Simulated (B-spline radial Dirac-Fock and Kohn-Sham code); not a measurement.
Dy⁶⁺: M4-N45N45 lines in intermediate coupling

System: dysprosium as Dy⁶⁺, configuration [Kr] 4d10 4f8 5s2 5p4.

Input of the calculation (task.json; shells as n, l, electrons):

```json
{"items": [{
  "Z": 66,
  "q": 6,
  "cfg": [[1, 0, 2], [2, 0, 2], [2, 1, 6], [3, 0, 2], [3, 1, 6], [3, 2, 10], [4, 0, 2], [4, 1, 6], [4, 2, 10], [4, 3, 8], [5, 0, 2], [5, 1, 4]],
  "A": 164,
  "rrms": 5.2218,
  "do": ["binding", "quiet", "double"]
}]}
```

Launch: `python xray_run.py task.json out`

Level of theory: Dirac-Fock ΔSCF + Breit + QED; an atomic code on a B-spline grid. The two-hole levels come from diagonalising the Coulomb interaction among the jj configurations; intensities are independent-particle Coulomb rates. Kinetic energies are from the vacuum level. Correlation and solid-state effects are left out. Open outer shells are spectators and are not coupled to the holes.

```
kinetic energy (eV)  J  leading jj holes (weight)  leading LS term (weight)
              868.2  0                N4N4 (0.89)                ¹S0 (0.73)
              876.3  2                N4N4 (0.93)                ¹D2 (0.45)
              880.0  4                N4N5 (0.96)                ¹G4 (0.93)
              880.7  1                N4N5 (1.00)                ³P1 (1.00)
              882.2  2                N4N5 (0.92)                ³P2 (0.52)
              883.5  0                N5N5 (0.89)                ³P0 (0.73)
              884.8  3                N4N5 (1.00)                ³F3 (1.00)
              888.3  2                N5N5 (0.98)                ¹D2 (0.50)
              891.1  4                N5N5 (0.96)                ³F4 (0.93)
```

The intensity is shared as follows: 880.0 eV 29.0 %, 876.3 eV 25.4 %, 884.8 eV 14.6 %, 882.2 eV 12.8 %, 880.7 eV 8.9 %, 868.2 eV 7.8 %, 888.3 eV 0.6 %, 891.1 eV 0.5 %, 883.5 eV 0.3 %.

The strongest line, by its leading LS label ¹G4, lies at 880.0 eV. The mean weight of the leading component is 0.95 in jj and 0.75 in LS coupling, so jj labels describe these levels better.

Run: 39 s of CPU time on 1 thread of Neoverse-V2 (shared host), peak memory 0.52 GiB.
